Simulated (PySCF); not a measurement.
Compound: C8H9N.
Cartesian coordinates in Å at the PBE0-D3(BJ)/def2-SVP level; atoms count from 1:
```xyz
18
C8H9N angstrom
H      4.210    0.782   -0.281
N      3.511    0.343    0.325
C      2.362    0.417   -0.206
C      1.172   -0.144    0.470
C      0.098   -0.747   -0.381
C     -1.054   -0.598    0.553
C     -2.458   -0.580    0.017
C     -0.145    0.568    0.264
C     -0.431    1.857   -0.249
C     -0.685    2.970   -0.663
H      2.161    0.897   -1.185
H      1.383   -0.582    1.456
H      0.116   -1.003   -1.440
H     -0.943   -1.056    1.549
H     -3.125   -0.023    0.691
H     -2.854   -1.602   -0.078
H     -2.502   -0.098   -0.971
H     -0.908    3.954   -1.030
```

The closed-shell ground state was solved at several levels (PySCF, density fitting, gas phase, non-relativistic).

```tsv
level	basis functions	total energy (Eh)	HOMO (eV)	LUMO (eV)	gap (eV)	dipole (D)
PBE0/pcSseg-1	198	-364.3776	-6.87	-0.49	6.38	2.50
CAM-B3LYP/def2-SVPD	252	-364.4046	-8.17	0.55	8.72	2.50
```

What might wB97X-D/pcSseg-1 (198 basis functions) give for the same quantities?

Total energy -364.6818 Eh, HOMO -8.66 eV, LUMO 1.31 eV, gap 9.97 eV, dipole 2.54 D.

Over all these levels, which gives the widest orbital gap and which the narrowest?

wB97X-D/pcSseg-1 (range-separated hybrid) has the widest, 9.97 eV, and PBE0/pcSseg-1 (global hybrid, 25 % exact exchange) the narrowest, 6.38 eV. The two share the basis. From the narrowest to the widest the HOMO moves by -1.79 eV and the LUMO by +1.80 eV.

How far do the dipole and the HOMO energy spread over the levels?

The dipole runs from 2.50 to 2.54 D (mean 2.51 D) and the HOMO from -8.66 to -6.87 eV.

One conformer stands for the species.

Note: wB97X-D ran without an empirical dispersion term, which enters the total energy and its gradient alone.
